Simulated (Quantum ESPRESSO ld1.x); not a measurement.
Pr XV, configuration [Kr] 4d9. All-electron calculation, Dirac Kohn-Sham, relativistic LDA (MacDonald-Vosko exchange, VWN5 correlation), spin-unpolarised, spherical densities, point nucleus; open shells are shared between the two j in proportion to 2j + 1. Program: ld1.x of Quantum ESPRESSO 7.5.

Spin-orbit splittings of the eigenvalues, e(l+1/2) - e(l-1/2), with zeta = 2 splitting/(2l+1) and mean radii in bohr:

shell  occ.  splitting (eV)  zeta (eV)  <r> j=l-1/2  <r> j=l+1/2
2p        6           477.3      318.2      0.08627      0.09255
3p        6           94.84      63.23       0.2620       0.2742
3d       10           20.56      8.223       0.2451       0.2489
4p        6           22.08      14.72       0.6220       0.6463
4d        9           4.168      1.667       0.6751       0.6827
